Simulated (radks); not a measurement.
Species: O II. Configuration: 1s1.75 2s2 2p3 3s0.25 (fractional occupations, a model configuration).

All-electron calculation, non-relativistic Kohn-Sham, exchange-only r2SCAN, spin-unpolarised, spherical densities, point nucleus; meta-GGA in the generalised Kohn-Sham scheme. Program: a radial shooting solver on a logarithmic mesh with Libxc functionals.

Energy parts (hartree):
part                  energy
total              -69.13754
kinetic             69.13754
electron-nucleus  -160.74758
Hartree             29.46641
exchange            -6.99391

Orbitals (lengths in bohr, moments of r in powers of bohr; r(max) is where P^2 peaks):
orbital  occ.  eigenvalue (hartree)  r(max)   <1/r>     <r>
1s       1.75             -20.49921  0.1285   7.693  0.1974
2s          2              -1.62486  0.8340   1.382   1.051
2p          3              -1.01188  0.7559   1.264   1.055
3s       0.25              -0.23111   3.621  0.3077   4.229

The highest occupied level is 3s at -6.289 eV. Virial ratio -V/T = 2.00000. The density falls to 0.001 e/bohr^3 at r = 3.02 bohr. Summed over all electrons, <r^2> = 12.07 bohr^2, which gives a Langevin (diamagnetic) susceptibility term of -9.56 x 10^-6 cm^3/mol. The electron density at the nucleus is 282.8 e/bohr^3.
